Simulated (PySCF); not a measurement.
These are PBE0-D3(BJ)/def2-TZVP in PySCF values and carry that method's errors. Isolated molecules, 0 K electronic values unless said otherwise. 

Reference species (SMILES): `[I][Al]([I])[I]` (neutral, multiplicity 1).

| Property | Value |
|---|---|
| dipole moment | 0.00 D |

Changed species: `[AlH3]` (whole molecule; the reference has whole molecule).

Question: What does the change do to the dipole moment?

Answer: the dipole moment is nearly the same.
